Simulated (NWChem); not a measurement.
System: CH₃BClI; SMILES CB(Cl)I

Results from NWChem. Structure relaxed at the PBE0/def2-SVP level. def2 effective core potentials on I; no spin-orbit coupling. Vertical excitations in the gas phase; the lowest state need not have the same character in each row.

```json
[
 {"level": "PBE/def2-SVP, full TDDFT", "lowest excitation, singlet (eV)": "4.06", "oscillator strength of that lowest state": "0.000", "lowest state with f > 0.02, singlet (eV)": "5.03", "orbital gap (eV)": "4.00"},
 {"level": "B3LYP/def2-SVP, full TDDFT", "lowest excitation, singlet (eV)": "4.52", "oscillator strength of that lowest state": "0.000", "lowest state with f > 0.02, singlet (eV)": "5.39", "orbital gap (eV)": "5.64"},
 {"level": "BHandHLYP/def2-SVP, full TDDFT", "lowest excitation, singlet (eV)": "5.22", "oscillator strength of that lowest state": "0.000", "lowest state with f > 0.02, singlet (eV)": "5.98", "orbital gap (eV)": "8.12"}
]
```
